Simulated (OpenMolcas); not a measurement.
Ti2+ (d2) in a complex was computed by CASSCF with the d shell active (OpenMolcas, ANO-RCC-VDZP on the metal). Its lowest spin-free states, and all those of the highest spin:

```tsv
2S+1	Degeneracy	E (cm-1)
3	1	0.0
3	2	2220
3	1	10487
3	2	11367
1	2	11900
1	2	14003
1	1	14523
3	1	21515
3	2	22953
3	1	23223
1	1	23861
1	2	25237
```

Problem. Is the site octahedral, tetrahedral or cube-like, axial, or of lower symmetry?

Solution. The states with 2S+1 = 3 have orbital degeneracies 1, 2, 1, 2, 1, 2, 1. There are pairs but no triples, so the site is axial: not cubic, but with a proper or improper axis of order three or more. The run had Ti2+ with 6 ligands (water) in trigonal antiprismatic coordination (D3d) at 2.22 Å, a polar angle of 57.5° against the regular 54.74°. Ligand basis ANO-RCC-VDZP.

Without dynamic correlation the repulsion within the d shell is too large (B by tens of per cent), so at a given field states of lower spin stand too high. Ligand-to-metal charge-transfer states are missing. With no ligand orbital active B as a rule stays too high, so bands that hang on it stand too high and its fall with covalency is understated. With metal d orbitals alone and no dynamic correlation the field as a rule comes out too small, by tens of per cent, by up to half for chloride and softer ligands. No measured value stands beside these numbers; the geometry was imposed, not optimised, and the real ion may take another.
